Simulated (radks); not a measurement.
The numbers below are computed, except where a source is named.
The thulium ion Tm3+, 66 electrons, occupied as [Xe] 4f12 (the NIST ground configuration). Level of theory: Dirac Kohn-Sham, relativistic LDA (MacDonald-Vosko exchange, VWN5 correlation), spin-unpolarised, spherical densities, finite nucleus; open shells fill j = l - 1/2 first; Fermi nuclear charge, rms radius 5.2256 fm (a radial shooting solver on a logarithmic mesh with Libxc functionals). Some entries of the table are withheld. Estimate them.

orbital  occ.  eigenvalue (hartree)  <r> (bohr)
1s1/2       2             -2162.318     0.02010
2s1/2       2             -366.1218     0.08461
2p1/2       2             -349.4343     0.07030
2p3/2       4             -313.8467     0.07765
3s1/2       2             -83.27672         (1)
3p1/2       2             -75.85521      0.2108
3p3/2       4             -68.33581      0.2247
3d3/2       4                   (2)      0.1976
3d5/2       6                   (3)      0.2019
4s1/2       2             -17.37177      0.4988
4p1/2       2             -14.37523      0.5067
4p3/2       4             -12.66580      0.5386
4d3/2       4              -7.70363      0.5644
4d5/2       6              -7.39034      0.5756
5s1/2       2                   (4)       1.210
5p1/2       2              -2.23617         (5)
5p3/2       4              -2.00597         (6)
4f5/2       6              -1.35456      0.7412
4f7/2       6              -1.30763      0.7544
5d3/2       0                   (7)       2.026
5d5/2       0                   (8)       2.067
6s1/2       0              -0.87734       2.898

Answer. 
(1) 3s1/2 <r> (bohr): 0.2213
(2) 3d3/2 eigenvalue (hartree): -55.55828
(3) 3d5/2 eigenvalue (hartree): -53.90582
(4) 5s1/2 eigenvalue (hartree): -3.07614
(5) 5p1/2 <r> (bohr): 1.346
(6) 5p3/2 <r> (bohr): 1.444
(7) 5d3/2 eigenvalue (hartree): -0.93997
(8) 5d5/2 eigenvalue (hartree): -0.91948
